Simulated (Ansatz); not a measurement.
`[OH][Al]([Cl])[Cl]` + acetylene → `C#[C][Al]([Cl])[Cl]` + H₂O  (formal exchange of groups at the Al–O bond)

Isolated molecules relaxed with PBE0-D4/def2-TZVP in Ansatz; ΔE leaves out vibrations. CCSD(T)/CBS is the MP2 limit (def2-TZVPP, def2-QZVPP) plus CCSD(T) − MP2 in def2-TZVPP, frozen cores. This one scheme is used for every species. Functionals use def2-TZVPP. B3LYP here is the variant with VWN-RPA as its local correlation; programs differ in this. Each species was taken in one conformer, which may not be the lowest.

`[OH][Al]([Cl])[Cl]`:

```xyz
5

O     0.965   -0.337    0.844
Al   -0.318    0.209   -0.088
Cl   -1.582    1.641    0.710
Cl   -0.653   -0.518   -2.008
H     1.588   -0.996    0.542
```

`C#C`:

Cartesian coordinates in Å:
```
C 0.496 0.120 0.313
C -0.496 -0.120 -0.313
H 1.378 0.333 0.870
H -1.378 -0.333 -0.870
```

`C#[C][Al]([Cl])[Cl]`:

```xyz
6

C    -0.682   -1.510    0.968
C    -0.252   -0.558    0.361
Al    0.416    0.920   -0.589
Cl    0.430    0.919   -2.664
Cl    1.151    2.579    0.419
H    -1.062   -2.351    1.505
```

H₂O:

Cartesian coordinates in Å:
```
O 0.303 0.241 -0.039
H -0.425 0.115 -0.651
H 0.122 -0.356 0.690
```

Problem. Is it downhill or uphill in electronic energy at CCSD(T)/CBS, and by how much? (An estimate is asked.)

Solution. Ansatz gave: Uphill: ΔE = +70.8 kJ/mol.

Problem. What do these levels give: revPBE-D4, B3LYP-D4, revPBE, BLYP, PBE0, CAM-B3LYP? (Estimate.)

Solution. The calculation gave: revPBE-D4 65.3, B3LYP-D4 74.8, revPBE 66.7, BLYP 76.8, PBE0 69.8, CAM-B3LYP 82.0 kJ/mol.

Problem. What do rigid-rotor, harmonic-oscillator terms from PBE0-D4/def2-TZVP frequencies (298.15 K, 1 bar) make of the CCSD(T)/CBS value? (Best estimate.)

Solution. Ansatz gave: ΔZPE = -1.1 kJ/mol, ΔH = +72.4 kJ/mol, ΔS = 9 J/(mol·K), ΔG = +69.8 kJ/mol.

Largest T1 diagnostic among the species: 0.013.

In def2-TZVPP, CCSD(T) changes the Hartree–Fock value by −7.7 kJ/mol (the triples alone add −2.3 kJ/mol) and MP2 by −7.9 kJ/mol. Leaving LDA and LC-ωPBE aside and taking each functional with its dispersion term where it has one, the values, not all of them listed here, spread over 14.8 kJ/mol, from revPBE-D4 to CAM-B3LYP-D4. LDA lies +5.5 kJ/mol from PBE without D4. At CCSD(T), def2-SVP lies +3.4 kJ/mol from the extrapolated value and def2-TZVPP +1.1 kJ/mol.
